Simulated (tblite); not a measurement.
C5H10N2OSi.
SMILES with atom numbers: `[H]/[N:1]=[CH:2]\[C@@H:3]([NH:4][CH:5]=[O:6])[C@@H:7]1[CH2:8][SiH2:9]1` (hydrogens: H10 on N1; H11 on C2; H12 on C3; H13 on N4; H14 on C5; H15 on C7; H16, H17 on C8; H18, H19 on Si9)

Structure optimised with GFN2-xTB, isolated species.

Q: What internal coordinates does the optimisation give?

A: 
```tsv
bond	length (Å)
N1=C2	1.251
C2–C3	1.509
C3–N4	1.454
N4–C5	1.345
C5=O6	1.206
C3–C7	1.513
C7–C8	1.538
C8–Si9	1.880
C7–Si9	1.893
N1–H10	1.021
C2–H11	1.087
C3–H12	1.098
N4–H13	1.008
C5–H14	1.107
C7–H15	1.087
C8–H16	1.082
C8–H17	1.081
Si9–H18	1.450
Si9–H19	1.450
```

A selection of angles:
```tsv
angle	degrees
N1–C2–C3	128.7
C2–C3–N4	111.3
C2–C3–C7	110.8
N4–C3–C7	111.1
C3–N4–C5	122.2
N4–C5–O6	125.3
C3–C7–C8	116.2
C3–C7–Si9	121.4
C8–C7–Si9	65.5
C7–C8–Si9	66.4
C7–Si9–C8	48.1
H10–N1–C2	114.8
H13–N4–C3	116.8
H13–N4–C5	120.1
```

Dihedral angles: N1–C2–C3–N4 9° (synperiplanar); C2–C3–N4–C5 -123° (anticlinal); C3–N4–C5–O6 5° (synperiplanar); C2–C3–C7–C8 166° (antiperiplanar); C3–C7–C8–Si9 -114° (anticlinal); C3–C7–Si9–C8 107° (anticlinal); H10–N1–C2–C3 1° (synperiplanar).

The C–C distances run from 1.509 Å (C2–C3, drawn single) to 1.538 Å (C7–C8, drawn single), a spread of 0.029 Å. The 3 C–N bonds span 1.251 Å (N1=C2, drawn double) to 1.454 Å (C3–N4, drawn single), a spread of 0.203 Å. Si9 (SiH2 silicon) has angles from 48.1° to 118.7°. The 3-membered ring C7–C8–Si9 has internal angles of 48.1° to 66.4°. Of the pairs four or more bonds apart, O6···H12 is among the closest relative to their van der Waals radii: 2.34 Å, 86 % of the sum of Bondi's values. N1 (imine nitrogen) is bent (angle 114.8°). N4 (amide nitrogen) is almost planar (angles 122.2°, 120.1° and 116.8°, sum 359.1°, 0.07 Å off the plane of its three neighbours).

Point group: C1 (no symmetry element, even within 0.4 Å). Its GFN2-xTB frequencies are all real (lowest 38 cm⁻¹). The numbers are those of one conformer. 3 starts were optimised and ended at 0.00, 0.02 and 2.39 kcal/mol (GFN2-xTB); the lowest of these is shown.

The numbers are calculated, not measured.
